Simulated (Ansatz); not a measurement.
Complex (SMILES): O (H2O) with F (HF), atoms 1 to 3 the first; geometry from B3LYP-D3(BJ)/def2-TZVP, monomers rigid:
```xyz
5

O      0.0126     0.5732     0.1476
H     -0.2167     0.4999    -0.7856
H      0.6440    -0.1320     0.3287
F      0.9055     2.9606     0.8114
H      0.5537     2.1097     0.6008
```

Basis-set convergence of the counterpoise-corrected interaction energy at HF with Ansatz (a program for electronic structure). Cartesian d functions, on some or all atoms, in 6-31G**; all else is spherical. No added dispersion term, no relativity. Functions are those of the species that has most. Reference: the value in aug-pcseg-3, -7.89 kcal/mol, itself unsure by roughly 0.02 kcal/mol (its mean distance from aug-cc-pVQZ, def2-QZVPPD).

```
basis            functions  counterpoise-corrected interaction energy (kcal/mol)
---------------  ---------  ----------------------------------------------------
3-21G                   24                                                -11.30
pcseg-0                 24                                                     ?
def2-SV(P)              34                                                     ?
cc-pVDZ                 43                                                     ?
6-31G**                 45                                                 -8.38
6-311G**                54                                                 -8.13
6-311+G**               62                                                 -8.04
def2-TZVP               80                                                     ?
6-311++G(2d,2p)         84                                                 -7.73
def2-TZVPP             104                                                 -7.92
def2-TZVPD             107                                                 -7.78
def2-TZVPPD            131                                                 -7.84
aug-cc-pVTZ            161                                                 -7.84
def2-QZVPP             204                                                 -7.88
pcseg-3                219                                                 -7.89
def2-QZVPPD            231                                                 -7.86
aug-pcseg-3            317                                                 -7.89
pcseg-4                385                                                 -7.87
```

Task: Fill in the missing entries.

Result: 
- pcseg-0, counterpoise-corrected interaction energy (kcal/mol): -11.55
- def2-SV(P), counterpoise-corrected interaction energy (kcal/mol): -9.20
- cc-pVDZ, counterpoise-corrected interaction energy (kcal/mol): -7.81
- def2-TZVP, counterpoise-corrected interaction energy (kcal/mol): -8.09
